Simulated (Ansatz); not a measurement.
CNO (SMILES N#C[O]), doublet, at a GFN2-xTB geometry. Base run: HF/6-31G* in Ansatz (a quantum-chemistry and plane-wave program).

Input for Ansatz:
Ansatz 0.2 input:
```yaml
crystal:
  periodic: [false, false, false]
  atoms:
    - {symbol: O, position_ang: [-0.00000000, -0.00000000, -1.11938575]}
    - {symbol: C, position_ang: [0.00000000, 0.00000000, 0.04267568]}
    - {symbol: N, position_ang: [0.00000000, 0.00000000, 1.24271884]}
basis:
  gaussian:
    orbitals: 6-31G*
hamiltonian:
  xc: hf
magnetization: {spin_polarized: true, initial_magnetization: 1}
```

Each row names what was changed in the base input (with any setting that the change needs).

```json
[
 {"change": "base", "basis functions": "45", "E (Eh)": "-167.12866"},
 {"change": "basis = pcseg-0", "basis functions": "27", "E (Eh)": "?"},
 {"change": "basis = 3-21G", "basis functions": "27", "E (Eh)": "?"},
 {"change": "basis = cc-pVDZ", "basis functions": "42", "E (Eh)": "-167.14492"},
 {"change": "basis = def2-SVP", "basis functions": "42", "E (Eh)": "-166.99320"},
 {"change": "basis = def2-SV(P)", "basis functions": "42", "E (Eh)": "-166.99320"},
 {"change": "basis = def2-SVPD", "basis functions": "?", "E (Eh)": "?"},
 {"change": "basis = 6-311++G**", "basis functions": "66", "E (Eh)": "-167.17519"},
 {"change": "basis = aug-cc-pVDZ", "basis functions": "69", "E (Eh)": "-167.15452"},
 {"change": "basis = cc-pVTZ", "basis functions": "90", "E (Eh)": "-167.19188"},
 {"change": "basis = pcseg-2", "basis functions": "90", "E (Eh)": "-167.18861"},
 {"change": "basis = def2-TZVPP", "basis functions": "?", "E (Eh)": "?"},
 {"change": "basis = def2-QZVP", "basis functions": "171", "E (Eh)": "-167.20627"}
]
```

Q: Some entries are withheld; supply them.

A: 
- basis = pcseg-0, E (Eh): -166.61028
- basis = 3-21G, E (Eh): -166.18057
- basis = def2-SVPD, basis functions: 63
- basis = def2-SVPD, E (Eh): -167.00264
- basis = def2-TZVPP, basis functions: 93
- basis = def2-TZVPP, E (Eh): -167.19930

Totals compare only among sets that treat the same electrons; sets with core potentials leave the core out.
